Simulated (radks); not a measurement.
Species: Dy+. Configuration: [Xe] 4f10 6s1.

Calculated with a radial shooting solver on a logarithmic mesh with Libxc functionals: scalar-relativistic Kohn-Sham, PBE, spin-unpolarised, spherical densities, point nucleus.

Energy parts (eV):
total: -330809.53
kinetic: 356936.19
electron-nucleus: -809188.31
Hartree: 128595.17
exchange-correlation: -7152.57

Orbitals (lengths in bohr, moments of r in powers of bohr; r(max) is where P^2 peaks):
orbital  occ.  eigenvalue (eV)   r(max)      <r>      <r^4>
1s          2        -53669.32  0.01337  0.02111  9.910e-07
2s          2        -8942.476  0.07603  0.08976  0.0001558
2p          6        -7934.599  0.06169  0.07945  0.0001175
3s          2        -1995.466   0.2154   0.2345   0.005954
3p          6        -1686.120   0.2117   0.2334   0.006265
3d         10        -1288.618   0.1729   0.2121   0.004955
4s          2        -399.8191   0.4940   0.5299     0.1462
4p          6        -298.0101   0.5160   0.5616     0.1929
4d         10        -159.4320   0.5345   0.6098     0.3051
4f         10          -9.5396   0.5391   0.8749      4.054
5s          2         -55.4166    1.158    1.301      5.447
5p          6         -31.8313    1.324    1.543      11.65
6s          1          -8.8452    3.237    3.717      366.3

The highest occupied level is 6s at -8.845 eV. The density falls to 0.001 e/bohr^3 at r = 4.42 bohr.
